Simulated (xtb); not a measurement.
Br$_{4}$Sn, triplet, geometry from GFN2-xTB (such geometries of metal compounds can be far from the true shape) (a higher spin typed on purpose: for a closed-shell molecule this is an excited state); GFN2-xTB (xtb).

Here is a job for xtb.
```
$ xtb mol.xyz --gfn 2 --chrg 0 --uhf 2 --json

# file mol.xyz
5

Br    -0.97354049     2.40773642    -0.82306941
Sn    -0.00000000     0.00000000     0.00000000
Br    -1.87526805    -1.93047420    -0.42315263
Br     0.59546147     0.12105192     2.65578446
Br     2.25334707    -0.59831415    -1.40956242
```

It wrote (shortened):

```
   ID    Z sym.   atoms
    1   35 Br     1, 3-5
    2   50 Sn     2

           -------------------------------------------------
          |                Calculation Setup                |
           -------------------------------------------------

           -------------------------------------------------
          |                 G F N 2 - x T B                 |
           -------------------------------------------------

          ...................................................
          :                      SETUP                      :
          :.................................................:
          :  # basis functions                  50          :
          :  # atomic orbitals                  45          :
          :  # shells                           15          :
          :  # electrons                        32          :
          :  max. iterations                   250          :
          :  Hamiltonian                  GFN2-xTB          :
          :  restarted?                      false          :
          :  GBSA solvation                  false          :
          :  PC potential                    false          :
          :  electronic temp.          300.0000000     K    :
          :  accuracy                    1.0000000          :
          :  -> integral cutoff          0.2500000E+02      :
          :  -> integral neglect         0.1000000E-07      :
          :  -> SCF convergence          0.1000000E-05 Eh   :
          :  -> wf. convergence          0.1000000E-03 e    :
          :  Broyden damping             0.4000000          :
          :  net charge                          0          :
          :  unpaired electrons                  2          :
          ...................................................

 iter      E             dE          RMSdq      gap      omega  full diag
   1    -16.4426568 -0.164427E+02  0.125E+01    3.17       0.0  T
   2    -14.1026720  0.233998E+01  0.170E+01    7.07       1.0  T
   3    -18.4335614 -0.433089E+01  0.554E+00    6.48       1.0  T
   4    -18.4911603 -0.575990E-01  0.491E+00    6.28       1.0  T
   5    -18.5651194 -0.739591E-01  0.167E+00    5.42       1.0  T
   6    -18.5955557 -0.304363E-01  0.892E-01    6.05       1.0  T
   7    -18.5992427 -0.368701E-02  0.401E-01    5.99       1.0  T
   8    -18.5991009  0.141804E-03  0.497E-01    5.97       1.0  T
   9    -18.5990207  0.802180E-04  0.368E-01    5.91       1.0  T
  10    -18.5990643 -0.436525E-04  0.350E-01    5.92       1.0  T
  11    -18.5992470 -0.182643E-03  0.279E-01    5.92       1.0  T
  12    -18.5995200 -0.273067E-03  0.883E-02    5.94       1.0  T
  13    -18.5995311 -0.110360E-04  0.599E-02    5.95       1.0  T
  14    -18.5995290  0.210699E-05  0.248E-02    5.95       1.8  T
  15    -18.5995306 -0.161098E-05  0.240E-02    5.95       1.9  T
  16    -18.5995360 -0.539262E-05  0.582E-03    5.94       7.7  T
  17    -18.5995358  0.151565E-06  0.661E-03    5.94       6.8  T
  18    -18.5995360 -0.183774E-06  0.355E-03    5.94      12.6  T
  19    -18.5995361 -0.842064E-07  0.461E-04    5.94      96.9  T
  20    -18.5995361 -0.130534E-08  0.105E-04    5.94     426.4  T

   *** convergence criteria satisfied after 20 iterations ***

 transition dipole moment (au) for excitation:          16          17
     X       Y       Z
   0.0000   0.0000   0.0000  total (au/Debye):    0.000   0.000
 dE (eV)             :    0.742
 oscillator strength :  0.12764E-11

         :::::::::::::::::::::::::::::::::::::::::::::::::::::
         ::                     SUMMARY                     ::
         :::::::::::::::::::::::::::::::::::::::::::::::::::::
         :: total energy             -18.598130852209 Eh    ::
         :: gradient norm              0.000026728476 Eh/a0 ::
         :: HOMO-LUMO gap              5.943363490360 eV    ::
         ::.................................................::
         :: SCC energy               -18.599521852247 Eh    ::
[...]
        11        1.9954           -0.4651822             -12.6583
        12        1.9954           -0.4651822             -12.6583
        13        1.9954           -0.4651822             -12.6583
        14        1.6713           -0.4607456             -12.5375
        15        1.6712           -0.4607456             -12.5375
        16        1.6712           -0.4607455             -12.5375
        17        1.0000           -0.4334835             -11.7957 (HOMO)
        18                         -0.2150689              -5.8523 (LUMO)
        19                         -0.2150689              -5.8523
        20                         -0.2150689              -5.8523
        21                         -0.0930658              -2.5324
        22                         -0.0930658              -2.5324
        23                         -0.0175361              -0.4772
        24                         -0.0175361              -0.4772
        25                         -0.0175361              -0.4772
        26                         -0.0085577              -0.2329
        27                         -0.0085576              -0.2329
        28                         -0.0085576              -0.2329
       ...                                ...                  ...
        45                          0.6865574              18.6822
      -------------------------------------------------------------
                  HL-Gap            0.2184146 Eh            5.9434 eV
             Fermi-level           -0.3921718 Eh          -10.6715 eV

     #   Z          covCN         q      C6AA      α(0)
     1  35 Br       0.793    -0.139   188.465    22.133
     2  50 Sn       3.170     0.555   345.933    35.921
     3  35 Br       0.793    -0.139   188.465    22.133
     4  35 Br       0.793    -0.139   188.465    22.133
     5  35 Br       0.793    -0.139   188.465    22.133

 Mol. C6AA /au·bohr⁶  :       5379.638293
 Mol. C8AA /au·bohr⁸  :     413876.515244
 Mol. α(0) /au        :        124.454938

Wiberg/Mayer (AO) data.
largest (>0.10) Wiberg bond orders for each atom

 ---------------------------------------------------------------------------
     #   Z sym  total        # sym  WBO       # sym  WBO       # sym  WBO
 ---------------------------------------------------------------------------
     1  35 Br   1.020 --     2 Sn   0.652     3 Br   0.123     4 Br   0.123
                             5 Br   0.123
     2  50 Sn   2.609 --     1 Br   0.652     5 Br   0.652     4 Br   0.652
                             3 Br   0.652
     3  35 Br   1.020 --     2 Sn   0.652     4 Br   0.123     5 Br   0.123
                             1 Br   0.123
     4  35 Br   1.020 --     2 Sn   0.652     3 Br   0.123     5 Br   0.123
                             1 Br   0.123
     5  35 Br   1.020 --     2 Sn   0.652     3 Br   0.123     4 Br   0.123
                             1 Br   0.123
 ---------------------------------------------------------------------------

Topologies differ in total number of bonds
Writing topology from bond orders to xtbtopo.mol

molecular dipole:
                 x           y           z       tot (Debye)
 q only:       -0.000       0.000      -0.000
   full:       -0.000       0.000      -0.000       0.000
molecular quadrupole (traceless):
                xx          xy          yy          xz          yz          zz
 q only:        0.000       0.000       0.000       0.000      -0.000      -0.000
  q+dip:        0.000      -0.000       0.000       0.000      -0.000      -0.000
   full:        0.000      -0.000       0.000       0.000      -0.000      -0.000

           -------------------------------------------------
          | TOTAL ENERGY              -18.598130852209 Eh   |
          | GRADIENT NORM               0.000026728476 Eh/α |
          | HOMO-LUMO GAP               5.943363490360 eV   |
           -------------------------------------------------

normal termination of xtb
```
